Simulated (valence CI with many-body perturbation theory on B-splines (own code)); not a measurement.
**A CI+MBPT run for Bi42+**

Computed by relativistic CI+MBPT: five valence electrons over a frozen Dirac-Fock core [Kr], a basis of 6 s, 6 p, 5 d, 5 f, 1 g functions for each j, with the one-electron correlation potential Σ1 (screened to all orders), the two-electron term Σ2, the three-electron term Σ3, Breit, model QED; selected single and double excitations, second order for the rest, scaled by the run's own slope (own B-spline code, finite nucleus).

Command, and the settings that its task file holds:

```sh
python run_cv.py task.json out
```

```
atom Bi  Z=83  mass_number=209  rms_radius_fm=5.5211
core [Kr]
valence 4d5
avg = 1
basis = S
breit = 1
cap = 10000
capref = 1200
cscale = 1
de = 0.0
dress = 0
eps = 2e-08
extrap = 1
h = 0.27
hh = 1
l2 = 3
lcore = 6
maxit = 60
n2 = 5
natural = 0
nlev = 20
nno = [3, 3, 3, 3, 1]
nroot = 26
ns = 3
nsp = [3, 3, 2, 2, 0]
pt2 = 1
qed = 1
rpa = 1
s1 = 1
s2 = 1
s3 = 1
screen = 1
tol = 2e-05
whole = 1
```

It took 75 s on 1 thread of Arm Neoverse N1, with other jobs on the host.

Log. The first blocks belong to the next ion, which gives the ionisation energy. Fields: 2J, parity (1 odd), roots, reference size, generating configurations, candidates as configurations/state functions, variational space P, stored matrix elements, Davidson steps; e2 is the range of second-order energies in hartree. The first line gives the box (bohr), its intervals, the orbitals and the steps of their self-consistent field. Window is the range of levels sought, series limit the energy at which the first omitted orbital would enter, core excitation an estimate of the first excitation out of the core, left out the lowest levels not solved, and shifts from estimates the range by which levels moved from their first estimate, all in cm⁻¹.

```
rmax 3.5 intervals 57 orbitals 40 references ['4d5', '4d4 4f', '4d3 4f2', '4d4 5s', '4d4 5p'] scf 4 t 2.0
2J=0 par=0 roots 2 ref 26 generators 6 cand 3218/7270 P 595/1000 nnz 0 it 0
2J=0 par=0 roots 2 ref 26 generators 11 cand 4317/10154 P 946/1753 nnz 0 it 4
   second order: generators 11 cand 3966/9401 e2 -0.00001 -0.00000
reference levels 1532, estimated 32, window 577514 1/cm; series limit 8494556, core excitation 1552339
2J=5 par=0 roots 7 ref 183 generators 12 cand 5731/162365 P 280/3739 nnz 3.2e+06 it 4
2J=5 par=0 roots 7 ref 183 generators 13 cand 5647/161302 P 781/9999 nnz 2e+07 it 5
   second order: generators 19 cand 8096/250110 e2 -0.00034 -0.00015
2J=7 par=0 roots 6 ref 192 generators 9 cand 5715/176514 P 228/3737 nnz 3.4e+06 it 4
2J=7 par=0 roots 6 ref 192 generators 12 cand 5652/175464 P 647/9978 nnz 2.1e+07 it 5
   second order: generators 16 cand 8793/281207 e2 -0.00032 -0.00021
2J=3 par=0 roots 5 ref 141 generators 9 cand 5717/124526 P 314/3691 nnz 3.1e+06 it 5
2J=3 par=0 roots 5 ref 141 generators 10 cand 5617/123474 P 917/9971 nnz 1.9e+07 it 7
   second order: generators 17 cand 8282/193495 e2 -0.00019 -0.00013
2J=11 par=0 roots 3 ref 150 generators 8 cand 5482/144886 P 312/3657 nnz 3.3e+06 it 4
2J=11 par=0 roots 3 ref 150 generators 12 cand 5398/143861 P 911/9991 nnz 2e+07 it 5
   second order: generators 13 cand 6089/167909 e2 -0.00011 -0.00009
2J=9 par=0 roots 4 ref 181 generators 7 cand 5636/168832 P 258/3738 nnz 3.5e+06 it 5
2J=9 par=0 roots 4 ref 181 generators 10 cand 5564/167769 P 749/9996 nnz 2.1e+07 it 7
   second order: generators 14 cand 7403/237396 e2 -0.00020 -0.00015
2J=1 par=0 roots 3 ref 77 generators 7 cand 5501/66756 P 518/3585 nnz 2.8e+06 it 4
2J=1 par=0 roots 3 ref 77 generators 10 cand 5351/65733 P 1368/8957 nnz 1.3e+07 it 5
   second order: generators 12 cand 4501/60361 e2 -0.00005 -0.00003
2J=13 par=0 roots 1 ref 112 generators 2 cand 3060/79024 P 315/2775 nnz 2.1e+06 it 4
2J=13 par=0 roots 1 ref 112 generators 5 cand 4794/110232 P 789/7179 nnz 1.1e+07 it 5
   second order: generators 7 cand 5655/129420 e2 -0.00005 -0.00005
left out: unestimated 851288, estimated 770519, shifts from estimates -32 to 62
operators 3.8
```

The Davidson iterations converged.

No measured spectrum was set against this ion. As an estimate, large intervals hold to a few tenths of a per cent, small ones and those within an open d or f shell to about a per cent. Only levels of the ground parity were solved; by the run's estimate the other parity begins above the list, which can be wrong where configurations are misplaced.

| Property | Result |
| --- | --- |
| Valence energy | -413.3546 hartree |
| Ionisation energy | 2091.5 eV (NIST: 2090 ± 4 eV (theoretical)) |
| Reference configurations for the orbitals | 4d5, 4d4 4f, 4d3 4f2, 4d4 5s, 4d4 5p |
| Radial orbitals | 40 |
| Box radius | 3.473 bohr |
| Largest variational space | 9999 |
| Lowest levels | (4d3/2^4 4d5/2) J=5/2 0.000, (4d3/2^3 4d5/2^2) J=5/2 [a] 26.892, (4d3/2^3 4d5/2^2) J=7/2 [a] 32.336, (4d3/2^3 4d5/2^2) J=3/2 [a] 33.042, (4d3/2^3 4d5/2^2) J=11/2 33.477, (4d3/2^3 4d5/2^2) J=9/2 35.554, (4d3/2^3 4d5/2^2) J=5/2 [b] 37.098, (4d3/2^3 4d5/2^2) J=1/2 38.594, (4d3/2^3 4d5/2^2) J=7/2 [b] 39.078, (4d3/2^3 4d5/2^2) J=3/2 [b] 46.778, (4d3/2^2 4d5/2^3) J=5/2 [a] 58.819, (4d3/2^2 4d5/2^3) J=7/2 [a] 62.810, (4d3/2^2 4d5/2^3) J=11/2 63.521, (4d3/2^2 4d5/2^3) J=9/2 [a] 64.213 eV |

Levels are named by their leading jj configuration (3d3/2^4 stands for four electrons in 3d with j = 3/2), which in mixed levels can hold well under half, so a name can repeat and another be missing. Letters in brackets count levels of one name in rising energy.
